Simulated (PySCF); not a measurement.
2-hydroxy-3H-oxaborole (C3H5BO2), SMILES C1=CCB(O)O1.

Coordinates come from a PBE-D3(BJ)/def2-SVP optimisation. The values are those of a single conformer.

Vertical ionisation energy (IE) and electron affinity (EA) in eV. Rows of orbital energies are one-electron estimates. Where ΔSCF, EOM or ADC give a negative EA the extra electron is unbound and the value depends on the basis.

```
level                                         IE     EA
------------------------------------------  ----  -----
−ε(HOMO), −ε(LUMO), PBE0/def2-TZVP (PySCF)  6.65  -0.24
−ε(HOMO), −ε(LUMO), PBE/def2-TZVP (PySCF)   5.49   0.78
```
